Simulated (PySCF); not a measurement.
## H₂Te at several levels of theory

All levels use the PBE0 minimum (singlet; Te–H 1.657 Å (×2); H–Te–H 90.1°), basis [Te x2c-TZVPall, H x2c-TZVPall], spin-free X2C, density fitting, no spin–orbit coupling, PySCF. For vertical energies the ionised species is a doublet (spins chosen at PBE0 and kept). Open shells are unrestricted.

```xyz
3
charge 0 multiplicity 1, angstrom
Te    0.0000    0.0000   -0.0179
H     1.1729    0.0000    1.1531
H    -1.1729    0.0000    1.1531
```

| level | vertical IP (eV) | −ε(HOMO) (eV) | gap (eV) | dipole (D) |
| --- | --- | --- | --- | --- |
| PBE0 | 8.99 | 6.53 | 5.94 | 0.24 |
| HF | 8.05 | 8.84 | 11.46 | 0.24 |
| PBE | 8.96 | 5.44 | 4.01 | 0.19 |
| B3LYP | 9.06 | 6.28 | 5.46 | 0.15 |
| r2SCAN | 8.98 | 5.72 | 4.49 | 0.26 |
| TPSSh | 9.00 | 5.98 | 4.96 | 0.18 |
| M06-2X | 8.83 | 7.65 | 7.93 | 0.22 |
| BHandHLYP | 8.93 | 7.41 | 7.73 | 0.19 |
